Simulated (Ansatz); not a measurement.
Two isomers of ClH7OSi3: A = `O[SiH](Cl)[SiH2][SiH3]`, B = `[SiH3]O[SiH]([SiH3])Cl`.

Gas-phase electronic energies from Ansatz, PBE0-D4/def2-TZVP geometries. CCSD(T)/CBS adds triple-zeta CCSD(T) − MP2 to the extrapolated MP2 energy (def2 sets, frozen cores). Functionals use def2-TZVPP. B3LYP here is the variant with VWN-RPA as its local correlation; programs differ in this. Each species was taken in one conformer, which may not be the lowest.

(1) Which is lower in electronic energy at CCSD(T)/CBS, and by how much? (An estimate is asked.)

(2) Give E(B) − E(A) in kcal/mol with BLYP-D4, B3LYP, LDA (SPW92), HF/def2-TZVPP, PBE-D4, CCSD(T)/def2-SVP, B3LYP-D4. (Best estimate.)

(3) Does the order hold for the free energy at 298.15 K (harmonic terms from PBE0-D4)? (Estimate.)

Largest T1 diagnostic: 0.013.

Answers

(1) The calculation gave: B, by 22.5 kcal/mol.

(2) The calculation gave: BLYP-D4 -21.6, B3LYP -22.9, LDA (SPW92) -16.1, HF/def2-TZVPP -29.8, PBE-D4 -16.0, CCSD(T)/def2-SVP -21.4, B3LYP-D4 -23.0. None reverses the order clearly.

(3) Computed: Yes: G(B) − G(A) = -24.1 kcal/mol, for one conformer each. Modes under 60 cm⁻¹, often nearly free rotors, make the harmonic entropy too high.

Leaving LDA and LC-ωPBE aside and taking each functional with its dispersion term where it has one, the values, not all of them listed here, spread over 9.7 kcal/mol, from BHLYP-D4 to PBE-D4. In def2-TZVPP, CCSD(T) changes the Hartree–Fock value by +7.2 kcal/mol (the triples alone add +1.1 kcal/mol) and MP2 by +5.8 kcal/mol.
